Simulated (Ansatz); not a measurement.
C2H6OSi (`O/C=C/[SiH3]`), relaxed with RKS PBE0-D4/def2-TZVP in Ansatz 0.2.0 from a PBE-D4/def2-SVP geometry. The force threshold is 0.005 eV/Å; the program also tests the step.

Charge 0, multiplicity 1.

Start:

```xyz
10

O    -1.985    1.216   -0.988
C    -0.982    0.346   -0.733
C    -0.088    0.391    0.285
Si    1.254   -0.882    0.511
H    -1.974    1.909   -0.298
H    -0.972   -0.453   -1.495
H    -0.167    1.227    1.007
H     2.627   -0.260    0.469
H     1.151   -1.902   -0.594
H     1.135   -1.592    1.836
```

```
step  energy (eV)  largest force (eV/Å)  largest move (Å)
   1  -12089.5531                 0.719             0.000
   2  -12089.5958                 0.192             0.032
   3  -12089.5990                 0.036             0.014
   4  -12089.5991                 0.014             0.004
   5  -12089.5992                 0.025             0.007
   6  -12089.5992                 0.016             0.002
   7  -12089.5992                 0.002             0.001
```

End:

```xyz
10

O    -1.960    1.195   -0.977
C    -0.957    0.337   -0.716
C    -0.085    0.396    0.292
Si    1.238   -0.872    0.502
H    -1.965    1.889   -0.308
H    -0.935   -0.454   -1.460
H    -0.168    1.220    1.001
H     2.596   -0.264    0.455
H     1.117   -1.868   -0.597
H     1.120   -1.578    1.808
```

It took 9.5 s on 2 threads of an AMD EPYC 9R45 on a shared host, with 0.37 GiB of host memory at the peak.
